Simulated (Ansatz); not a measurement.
ClFH4OSi2 (`O[Si](F)([SiH3])Cl`) at its PBE0-D4/def2-TZVP geometry, where that method's forces vanish. Charge 0, multiplicity 1.

```json
{"atom": "O1", "x (Å)": "1.912", "y (Å)": "-0.294", "z (Å)": "-0.088"}
{"atom": "Si2", "x (Å)": "0.427", "y (Å)": "-0.113", "z (Å)": "-0.721"}
{"atom": "F3", "x (Å)": "0.080", "y (Å)": "-1.353", "z (Å)": "-1.661"}
{"atom": "Si4", "x (Å)": "-1.127", "y (Å)": "0.077", "z (Å)": "1.003"}
{"atom": "Cl5", "x (Å)": "0.385", "y (Å)": "1.525", "z (Å)": "-1.958"}
{"atom": "H6", "x (Å)": "2.683", "y (Å)": "-0.209", "z (Å)": "-0.652"}
{"atom": "H7", "x (Å)": "-0.815", "y (Å)": "1.294", "z (Å)": "1.794"}
{"atom": "H8", "x (Å)": "-2.483", "y (Å)": "0.197", "z (Å)": "0.409"}
{"atom": "H9", "x (Å)": "-1.063", "y (Å)": "-1.124", "z (Å)": "1.874"}
```

(1) For each bond, give half the difference of the two atoms' forces along it (eV/Å; positive pushes the atoms apart) under PBE-D4, r2SCAN-D4, B3LYP-D4, ωB97M-V in def2-TZVPP. (Best estimate.)

Answers

(1) Computed: 
```tsv
bond	length (Å)	PBE-D4	r2SCAN-D4	B3LYP-D4	ωB97M-V
O1–Si2	1.624	0.27	0.04	0.09	0.11
O1–H6	0.960	0.32	0.01	-0.03	-0.07
Si2–F3	1.594	0.51	0.05	0.16	0.14
Si2–Si4	2.329	-0.22	-0.04	-0.03	-0.09
Si2–Cl5	2.053	0.11	0.05	0.17	0.04
Si4–H7	1.484	0.08	-0.01	-0.07	-0.09
Si4–H8	1.485	0.09	-0.01	-0.07	-0.09
Si4–H9	1.485	0.09	-0.01	-0.07	-0.10
```

B3LYP here is the variant with VWN-RPA as its local correlation; programs differ in this.
